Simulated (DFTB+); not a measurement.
DFTB+ input (SCC-DFTB): The folder sk holds the Slater-Koster set scc that CP2K ships.

```
Geometry = xyzFormat {
16

C     -0.15940054     1.57954574     0.24414693
C     -0.58632340     0.13898903     0.30069527
C     -1.82138182    -0.21804191    -0.47909186
O      0.53910135    -0.76358318    -0.30400201
C      1.88247956    -0.77151140     0.31497741
H      0.74693558     1.77418607     0.81533264
H     -0.95501857     2.17928420     0.69004743
H     -0.02907078     1.92168892    -0.78426142
H     -0.61641175    -0.25258926     1.31557562
H     -1.75598714     0.11900883    -1.51622686
H     -2.02295121    -1.28766876    -0.44864277
H     -2.66894606     0.29743958    -0.02481147
H      2.37373398     0.18120732     0.14188235
H      2.41739053    -1.59731512    -0.14381901
H      1.71769010    -0.95733920     1.37092998
H      0.58758162    -0.64312596    -1.26835686
}
Hamiltonian = DFTB {
  SCC = Yes
  SCCTolerance = 1e-8
  MaxSCCIterations = 300
  Charge = 1
  SlaterKosterFiles = Type2FileNames {
    Prefix = "sk/"
    Separator = ""
    Suffix = ".spl"
    LowerCaseTypeName = Yes
  }
  MaxAngularMomentum {
    C = "p"
    H = "s"
    O = "p"
  }
  Filling = Fermi { Temperature [K] = 0 }
}
ParserOptions { ParserVersion = 14 }
```

Output:

```
|===============================================================================
|
|
|  Copyright (C) 2006 - 2025  DFTB+ developers group
|
|===============================================================================
|
|  When publishing results obtained with DFTB+, please cite the following
|  reference:
|
|    Recent Developments in DFTB+, a Software Package for Efficient Atomistic
|    Quantum Mechanical Simulations, J. Phys. Chem. A 129, 5373−5390 (2025).
|    [https://doi.org/10.1021/acs.jpca.5c01146]
|
|  You should also cite additional publications crediting the parametrization
|  data you use. Please consult the documentation of the SK-files for the
|  references.
|
|===============================================================================

Reading input file 'dftb_in.hsd'
Parser version: 14

--------------------------------------------------------------------------------
Reading SK-files:
./sk/cc.spl
./sk/co.spl
./sk/ch.spl
./sk/oo.spl
./sk/oh.spl
./sk/hh.spl
Done.

Processed input in HSD format written to 'dftb_pin.hsd'

Starting initialization...
--------------------------------------------------------------------------------
WARNING!
-> Dipole printed for a charged system : origin dependent quantity
Mode:                        Static calculation
Self consistent charges:     Yes
SCC-tolerance:                 0.100000E-07
Max. scc iterations:                    300
Shell resolved Hubbard:      No
Spin polarisation:           No
Nr. of up electrons:            16.000000
Nr. of down electrons:          16.000000
Periodic boundaries:         No
Electronic solver:           Relatively robust
Mixer:                       Broyden mixer
Mixing parameter:                  0.200000
Nr. of chrg. vec. in memory:            300
Max. SCC-cycles:                        300
Electronic temperature:              0.100000E-07 H      0.272114E-06 eV
Initial charges:             Set automatically (system chrg:   0.100E+01)
Included shells:             C:  s, p
                             O:  s, p
                             H:  s
Extra options:
                             Mulliken analysis

--------------------------------------------------------------------------------

***  Geometry step: 0

 iSCC Total electronic   Diff electronic      SCC error
    1   -0.14232782E+02    0.00000000E+00    0.50330090E+00
    2   -0.14240962E+02   -0.14232782E+02    0.36158510E+00
    3   -0.14247873E+02   -0.81796179E-02    0.55900654E-01
    4   -0.14248125E+02   -0.69104913E-02    0.12765737E-01
    5   -0.14248129E+02   -0.25251438E-03    0.68539723E-02
    6   -0.14248131E+02   -0.38395437E-05    0.82463748E-03
    7   -0.14248131E+02   -0.19797603E-05    0.31391945E-03
    8   -0.14248131E+02   -0.61273731E-07    0.45177236E-04
    9   -0.14248131E+02   -0.66668022E-08    0.59311203E-05
   10   -0.14248131E+02   -0.10162715E-09    0.22944589E-05
   11   -0.14248131E+02   -0.15898394E-11    0.26038909E-06
   12   -0.14248131E+02   -0.86686214E-12    0.19677663E-07
>> Charges saved for restart in charges.bin
   13   -0.14248131E+02   -0.88817842E-14    0.49514787E-08

Total Energy:                      -14.0414816531 H         -382.0882 eV
Extrapolated to 0K:                -14.0414816531 H         -382.0882 eV
Total Mermin free energy:          -14.0414816531 H         -382.0882 eV
Force related energy:              -14.0414816531 H         -382.0882 eV

 Fermi distribution function

Calculation with static geometry

********************************************************************************
 iSCC Total electronic   Diff electronic      SCC error
   13   -0.14248131E+02   -0.88817842E-14    0.49514787E-08
********************************************************************************

 Total charge:     1.00000000

 Atomic gross charges (e)
 Atom           Charge
    1      -0.23461798
    2       0.16891299
    3      -0.23199524
    4      -0.11919367
    5      -0.00887527
    6       0.09447350
    7       0.12379349
    8       0.09498218
    9       0.09262173
   10       0.09198588
   11       0.10433223
   12       0.12138740
   13       0.10348761
   14       0.11769032
   15       0.11604198
   16       0.36497284

Nr. of electrons (up):     32.00000000
Atom populations (up)
 Atom       Population
    1       4.23461798
    2       3.83108701
    3       4.23199524
    4       6.11919367
    5       4.00887527
    6       0.90552650
    7       0.87620651
    8       0.90501782
    9       0.90737827
   10       0.90801412
   11       0.89566777
   12       0.87861260
   13       0.89651239
   14       0.88230968
   15       0.88395802
   16       0.63502716

l-shell populations (up)
 Atom Sh.   l       Population
    1   1   0       1.26155507
    1   2   1       2.97306290
    2   1   0       1.21906452
    2   2   1       2.61202249
    3   1   0       1.26224834
    3   2   1       2.96974690
    4   1   0       1.70064092
    4   2   1       4.41855275
    5   1   0       1.25402279
    5   2   1       2.75485248
    6   1   0       0.90552650
    7   1   0       0.87620651
    8   1   0       0.90501782
    9   1   0       0.90737827
   10   1   0       0.90801412
   11   1   0       0.89566777
   12   1   0       0.87861260
   13   1   0       0.89651239
   14   1   0       0.88230968
   15   1   0       0.88395802
   16   1   0       0.63502716

Orbital populations (up)
 Atom Sh.   l   m       Population  Label
    1   1   0   0       1.26155507  s
    1   2   1  -1       0.94045443  p_y
    1   2   1   0       1.01526219  p_z
    1   2   1   1       1.01734628  p_x
    2   1   0   0       1.21906452  s
    2   2   1  -1       0.86994795  p_y
    2   2   1   0       0.95130833  p_z
    2   2   1   1       0.79076621  p_x
    3   1   0   0       1.26224834  s
    3   2   1  -1       1.01540489  p_y
    3   2   1   0       0.98867725  p_z
    3   2   1   1       0.96566476  p_x
    4   1   0   0       1.70064092  s
    4   2   1  -1       1.80360398  p_y
    4   2   1   0       1.28707065  p_z
    4   2   1   1       1.32787811  p_x
    5   1   0   0       1.25402279  s
    5   2   1  -1       1.02521114  p_y
    5   2   1   0       0.98058563  p_z
    5   2   1   1       0.74905570  p_x
    6   1   0   0       0.90552650  s
    7   1   0   0       0.87620651  s
    8   1   0   0       0.90501782  s
    9   1   0   0       0.90737827  s
   10   1   0   0       0.90801412  s
   11   1   0   0       0.89566777  s
   12   1   0   0       0.87861260  s
   13   1   0   0       0.89651239  s
   14   1   0   0       0.88230968  s
   15   1   0   0       0.88395802  s
   16   1   0   0       0.63502716  s

Fermi level:                        -0.3110513908 H           -8.4641 eV
Band energy:                       -21.1006464872 H         -574.1778 eV
TS:                                  0.0000000000 H            0.0000 eV
Band free energy (E-TS):           -21.1006464872 H         -574.1778 eV
Extrapolated E(0K):                -21.1006464872 H         -574.1778 eV
Input / Output electrons (q):     32.0000000000     32.0000000000

Energy H0:                         -14.3585016135 H         -390.7147 eV
Energy SCC:                          0.1103707071 H            3.0033 eV
Total Electronic energy:           -14.2481309064 H         -387.7114 eV
Repulsive energy:                    0.2066492533 H            5.6232 eV
Total energy:                      -14.0414816531 H         -382.0882 eV
Extrapolated to 0:                 -14.0414816531 H         -382.0882 eV
Total Mermin free energy:          -14.0414816531 H         -382.0882 eV
Force related energy:              -14.0414816531 H         -382.0882 eV

Non-constrained calculation

SCC converged

Warning: dipole moment is not defined absolutely!
Dipole moment:    0.79331319   -0.38641944   -0.27865355 au
Dipole moment:    2.01640117   -0.98218032   -0.70826673 Debye
```

The dipole moment of an ion depends on the origin.

The geometry given is a B3LYP-D3(BJ)/def2-TZVP minimum.
